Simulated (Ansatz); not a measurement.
Job for Ansatz (a program for electronic structure): R-B2PLYP/def2-TZVPP on CH6O3Sn (SMILES [CH3][Sn]([OH])([OH])[OH]). Elements past Kr take the def2 small-core potentials; no spin–orbit coupling.

Ansatz 0.2 input:
```yaml
crystal:
  periodic: [false, false, false]
  atoms:
    - {symbol: O, position_ang: [-0.73797529, -1.43762509, 1.33407257]}
    - {symbol: Sn, position_ang: [-0.27229630, -0.02969056, 0.03011584]}
    - {symbol: O, position_ang: [-1.16817750, -0.51926980, -1.66020361]}
    - {symbol: O, position_ang: [-1.14600650, 1.62425507, 0.66300931]}
    - {symbol: C, position_ang: [1.83021725, 0.19938814, -0.20178876]}
    - {symbol: H, position_ang: [-1.37686992, -1.12666228, 1.98517680]}
    - {symbol: H, position_ang: [-1.75002621, -1.27976952, -1.55096963]}
    - {symbol: H, position_ang: [-1.90731476, 1.85830105, 0.12035501]}
    - {symbol: H, position_ang: [2.30102094, -0.77662604, -0.10919593]}
    - {symbol: H, position_ang: [2.19726007, 0.86760168, 0.57383290]}
    - {symbol: H, position_ang: [2.03026821, 0.62019735, -1.18450450]}
basis:
  gaussian:
    orbitals: def2-TZVPP
hamiltonian:
  xc: {name: B2PLYP}
magnetization: {spin_polarized: false}
correlation: {electrons: outside_noble_gas}
scf: {lower_state_search: off}
```

The log:

```
WARN ansatz: RAYON_NUM_THREADS=4 ignored (pool sized by the plan → 4); use --threads N
Functional definition: B2PLYP
these checks for a lower state are left out or cut short: stability, starts, cluster_reference, orbital_swaps, neighbouring_geometries, increment
integrals: 0.66 GiB planned
1731 factors; integrals over basis functions are off by at most 1.1e-3 eV
mean field: 1.48 GiB planned
mean field evaluation 1: about -13078.3993 eV, gradient 8.7e1 eV
mean field evaluation 2: about -13078.5153 eV, gradient 8.6e1 eV
mean field evaluation 4: about -13090.9215 eV, gradient 8.1e0 eV
mean field evaluation 8: about -13091.0852 eV, gradient 5.1e-1 eV
mean field evaluation 16: about -13091.0857 eV, gradient 3.0e-5 eV
mean field -13091.08569253 eV, -481.0885257437 hartree, gradient 7.7e-6 eV, S^2 0.000000; 0 other end points of the search recorded, 0 dependent functions left out
13 core orbitals not correlated
reference -13091.08587594 eV, -481.0885324839 hartree; 16, 16 occupied and 229, 229 virtual orbitals, 1731 factors
second order -33.85252233 eV of doubles, -0.00000000 eV of singles
Total energy: -13100.22605696 eV, -481.4244279413 hartree
Checks for a lower state left out: stability, starts, cluster_reference, orbital_swaps, neighbouring_geometries, increment
```

The calculation finished and met its thresholds.

Cost: very roughly 15 core-seconds.
